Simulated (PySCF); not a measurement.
A structure optimised at B3LYP-D3(BJ)/def2-TZVP, used in a PySCF frequency run:

```xyz
6

Mg     0.0000     0.0000    -0.8482
Cl     0.0000     0.0000    -3.0441
Ge     0.0000     0.0000     1.7179
H      1.2334     0.7121     2.3189
H     -1.2334     0.7121     2.3189
H      0.0000    -1.4242     2.3189
```

### Question
Write its SMILES, formula and point group.

### Answer
[Cl][Mg][GeH3], ClGeH3Mg, C3v

### Question
What are its rotational constants (standard atomic weights)?

### Answer
82.399, 0.87198, 0.87198 GHz
